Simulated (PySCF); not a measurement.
C2H3BBrCl, SMILES C=CB(Cl)Br. Geometry: PBE-D3(BJ)/def2-SVP. The structure was generated by enumeration, and PubChem lists no compound with its InChIKey, so it may never have been made. The values are those of a single conformer.

Level of theory: PBE-D3(BJ)/def2-SVP (PySCF 2.14.0).

Harmonic wavenumbers (cm⁻¹): 91, 169, 216, 350, 389, 460, 620, 869, 977, 994, 1005, 1094, 1256, 1378, 1623, 3060, 3080, 3160. Rotational constants (GHz): 2.559, 1.901, 1.091; symmetry number 1.

Problem. Work out the zero-point energy and the ideal-gas rigid-rotor harmonic-oscillator thermochemistry at 298.15 K and 1 atm.

Solution. ZPE = ½ Σ hcν = ½ × 20789 cm⁻¹ = 29.72 kcal/mol. H − E(el) = 34.10 kcal/mol. Entropy in cal/(mol K): translation 40.99, rotation 28.49, vibration 12.01, total 81.50. G − E(el) = 9.81 kcal/mol. Cp = 21.32 cal/(mol K). Modes under 150 cm⁻¹ make the vibrational entropy uncertain.
